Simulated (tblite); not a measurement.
Species: C5H10GaN.
Structure used (GFN2-xTB), in Å, numbered top down from 1:
```xyz
17
C5H10GaN angstrom
C      4.0886   -0.1299    0.1336
C      2.6844   -0.4794    0.0918
C      1.5063   -0.7622    0.0570
Ga    -0.3711   -1.2657    0.0071
N     -1.6613    0.0288   -0.0260
C     -3.0722   -0.2942   -0.0686
C     -1.3875    1.4500   -0.0244
H      4.6991   -1.0298    0.0646
H      4.3162    0.3819    1.0685
H      4.3333    0.5288   -0.6995
H     -0.8904   -2.7267   -0.0053
H     -3.5458    0.0992   -0.9774
H     -3.1839   -1.3842   -0.0601
H     -3.6032    0.1196    0.7986
H     -0.3038    1.5974    0.0090
H     -1.7800    1.9349   -0.9280
H     -1.8356    1.9434    0.8480
```

All values are computed: GFN2-xTB (tblite) harmonic vibrations without scaling, gas phase. Against measured fundamentals such values can be off by several per cent, at times by over 20. Modes of hydrogen on gallium can be 10 to 20 % off. The optimisation stopped once no atom felt more than 0.01 eV/Å.

Lowest wavenumbers of the output (negative numbers stand for imaginary wavenumbers):
```
mode    cm-1
  1     -20.7
  2      43.6
  3      48.8
  4     134.8
  5     142.3
  6     154.5
  7     226.7
  8     250.2
  9     266.7
 10     292.2
 11     312.0
 12     313.7
 13     331.6
 14     375.6
 15     510.3
```

Task: Is this structure a minimum?

Result: Not by this Hessian. 1 mode is imaginary beyond 20i (21i cm⁻¹), so at this level the point lies at or near a first-order saddle. The curvature is small, so loose convergence or finite differences may be the whole cause.

Task: Which atoms move in the imaginary mode?

Result: 21i: H8 (methyl hydrogen) 33 %, H9 (methyl hydrogen) 32 %, H10 (methyl hydrogen) 32 %. These are shares of the mass-weighted motion.

Task: What is the remedy?

Result: Step along that mode in both directions, optimise again with tighter thresholds and repeat the frequencies. The zero-point energy of this point (81.6 kcal/mol) counts the 44 real modes alone, and thermal corrections from it aren't those of a minimum.
